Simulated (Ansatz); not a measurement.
Species: sum formula HSiO2 (charge 0, doublet). 
Coordinates optimised at B3LYP-D3(BJ)/def2-TZVP (Ansatz, a first-principles code):
```xyz
4

Si    -0.3586    -0.1016    -0.1448
O     -0.5497    -0.1792     1.3687
O      1.0441     0.3150    -0.8842
H      1.0643     0.3351    -1.8479
```
Charge 0, spin multiplicity 2.

PBE beside other levels, property by property. Cores are frozen in the correlated levels unless marked. UHF or UKS for open shells. Spin-orbit coupling is left out. No relativistic terms. CBS marks a two-point X^-3 extrapolation of the correlation energy; Hartree-Fock from the larger set. The bracket is a focal-point correction in the basis named. Atomisation energies are electronic, to ground-state atoms; the column to compare with has the core term from cc-pwCVTZ added, other frozen-core levels have none. Vertical energies are electronic, to the SCF solution reached for that spin. Anions need diffuse functions, of which def2-TZVPD holds fewer than the aug- sets. The coupled-cluster column (Ansatz) is a level with limits of its own: RI-MP2/CBS(aug-cc-pV(T+d)Z,aug-cc-pV(Q+d)Z)+[CCSD(T)-MP2]/aug-cc-pV(T+d)Z.

| property | B3LYP-D3(BJ)/def2-TZVPD (Ansatz + dftd3) | PBE0/def2-TZVPD (Ansatz) | wB97X-V/def2-TZVPD (Ansatz) | coupled cluster |
|---|---|---|---|---|
| vertical electron affinity to the singlet (eV) | 2.17 | 2.04 | 2.15 | 2.26 |
| atomisation energy (kcal/mol) | 358.5 | 352.6 | 358.9 | 362.9 |

Task: What does PBE/def2-TZVPD (Ansatz) give for each property, and on which side of coupled cluster does it fall?

Result: 
- vertical electron affinity to the singlet: PBE lies 0.24 eV below coupled cluster; PBE gives 2.02 eV.
- atomisation energy: PBE lies 10.4 kcal/mol above coupled cluster; PBE gives 373.3 kcal/mol.
